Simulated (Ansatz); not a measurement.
Reaction (redistribution): `[Cl][Sn]([Cl])([Cl])[Br]` + `[NH2][In]([NH2])[SH]` → `[SH][Sn]([Cl])([Cl])[Cl]` + `[NH2][In]([NH2])[Br]`

Computed with Ansatz on PBE0-D4/def2-TZVP structures; ΔE is electronic, products minus reactants. CBS: MP2 limit from def2 TZ/QZ plus the TZ coupled-cluster correction, frozen cores. Elements past krypton have def2 core potentials. For Br, In, Sn outer-core shells are correlated without core-valence functions, which leaves a few kJ/mol of doubt a bond. Scalar relativity is left out up to krypton. Each species was taken in one conformer, which may not be the lowest.

`[Cl][Sn]([Cl])([Cl])[Br]`:

Z-matrix (Å, degrees):
```
Sn
Cl 1 2.291
Cl 1 2.291 2 108.9
Br 1 2.435 2 110.1 3 120.7
Cl 1 2.291 2 108.9 3 -118.5
```

`[NH2][In]([NH2])[SH]`:

Z-matrix (Å, degrees):
```
N
In 1 2.022
H 1 1.011 2 116.0
H 1 1.010 2 116.2 3 -129.4
N 2 2.019 1 120.8 3 -25.4
S 2 2.384 1 120.5 3 154.7
H 5 1.010 2 116.3 1 -156.4
H 5 1.010 2 116.4 1 -26.3
H 6 1.343 2 93.5 1 -1.8
```

`[SH][Sn]([Cl])([Cl])[Cl]`:

```xyz
6

S     1.461    0.500    1.258
Sn   -0.106   -0.258   -0.342
Cl    0.932   -1.813   -1.672
Cl   -1.955   -1.227    0.628
Cl   -0.897    1.449   -1.668
H     0.565    1.349    1.795
```

`[NH2][In]([NH2])[Br]`:

Z-matrix (Å, degrees):
```
N
In 1 2.010
H 1 1.010 2 114.7
H 1 1.010 2 117.0 3 -129.7
N 2 2.010 1 127.7 3 167.8
Br 2 2.474 1 115.6 3 -25.1
H 5 1.010 2 114.7 1 -167.8
H 5 1.010 2 117.0 1 -38.1
```

```tsv
species	MP2/def2-TZVPP energy (Eh)
`[Cl][Sn]([Cl])([Cl])[Br]`	-4165.64505
`[NH2][In]([NH2])[SH]`	-699.56627
`[SH][Sn]([Cl])([Cl])[Cl]`	-1991.24308
`[NH2][In]([NH2])[Br]`	-2873.97605
```

(1) Work out ΔE.

Largest T1 diagnostic among the species: 0.014.

Results:

(1) ΔE = (-1991.24308) + (-2873.97605) − (-4165.64505) − (-699.56627) = -0.00781 Eh = -20.5 kJ/mol. CCSD(T)/CBS gives -18.5 kJ/mol.

In def2-TZVPP, CCSD(T) changes the Hartree–Fock value by +3.3 kJ/mol (the triples alone add +0.1 kJ/mol) and MP2 by +3.1 kJ/mol. Leaving LDA and LC-ωPBE aside and taking each functional with its dispersion term where it has one, the values, not all of them listed here, spread over 1.5 kJ/mol, from r2SCAN0-D4 to PBE-D4. At CCSD(T), def2-SVP lies −3.2 kJ/mol from the extrapolated value and def2-TZVPP −1.8 kJ/mol.
